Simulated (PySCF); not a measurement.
**[Hf(SH)3]+ at several levels of theory**

Computed with PySCF 2.14.0 (density fitting, no spin-orbit coupling) at the geometry relaxed with PBE0:

```xyz
7
[Hf(SH)3]+ (singlet)
Hf    0.0000    0.0000   -0.8292
S     2.1777    0.0000    0.1069
H     1.9207    0.0000    1.4366
S    -1.0889    1.8859    0.1069
H    -0.9604    1.6634    1.4366
S    -1.0888   -1.8860    0.1069
H    -0.9603   -1.6634    1.4366
```

```
 level                                           basis    state  HOMO (eV)  gap (eV)  charge on Hf1 (e)  dipole about the centre of mass (D)  largest force component (eV/Å)
  PBE0  Hf def2-SVP with ECP60, S def2-SVP, H def2-SVP  singlet     -11.91      3.65               0.97                                 0.37                            0.02
r2SCAN                                        the same  singlet     -11.10      2.28               0.99                                 0.25                            0.19
 B3LYP                                        the same  singlet     -11.61      3.12               0.91                                 0.37                            0.34
```

Charges are Mulliken's, which hang on the basis. The relaxation used the grid (50, 194), these runs (75, 302) or, all-electron (x2c bases, spin-free X2C Hamiltonian), (99, 590).

**Question.** What does PBE0 with Hf def2-TZVP with ECP60, S def2-TZVP, H def2-TZVP give here?

**Answer.** state singlet, HOMO (eV) -11.79, gap (eV) 3.61, charge on Hf1 (e) 1.12, dipole about the centre of mass (D) 0.89, largest force component (eV/Å) 0.43. Time: 40 s on 2 threads of Intel(R) Xeon(R) Processor @ 2.50GHz (Skylake/Cascade Lake), on a shared host, from free ions and atoms.

In the first row's basis the gap widens with exact exchange: 2.3 eV for r2SCAN (none); 3.1 to 3.7 eV for B3LYP, PBE0 (a fixed share).

No frequency check is given that shows the relaxed geometry to be a minimum.
